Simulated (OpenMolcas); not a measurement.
Rh3+ among 4 point charges of -1 e arranged as a square (D4h).

```yaml
Program: OpenMolcas
Method: CASSCF
Basis: ANO-RCC-VDZP [6s5p3d1f]
Scalar_Hamiltonian: DKH2, point nucleus
Active_space: 6 electrons in 5 orbitals (4d)
State_averaging: 2S+1 = 5 even, 5 roots; 2S+1 = 3 even, 45 roots; 2S+1 = 1 even, 50 roots
Spin-orbit_coupling: RASSI with atomic mean-field integrals over the reference wave functions
```

All point charges move together. At R = 1.99 Å the first state of the same spin is 1592 cm-1, and at R = 2.12 Å it is 1355 cm-1.

**Question.** A third run gives 1141 cm-1. What distance was it run at?

**Answer.** With a power law R^-n the two known points give n = -ln(1355 / 1592) / ln(2.12 / 1.99) = 2.55. Then R = 1.99 × (1592 / 1141)^(1/2.55) = 2.268 Å. The run was at 2.27 Å, so the estimate is off by -0.002 Å.

Without dynamic correlation the repulsion within the d shell is too large (B by tens of per cent), so at a given field states of lower spin stand too high. Point charges give a weaker field than real ligands, and real ions of this kind are as a rule low spin; the high spin found here belongs to the model. Point charges carry no covalency, so the field is a model and not that of real ligands. No measured value stands beside these numbers.
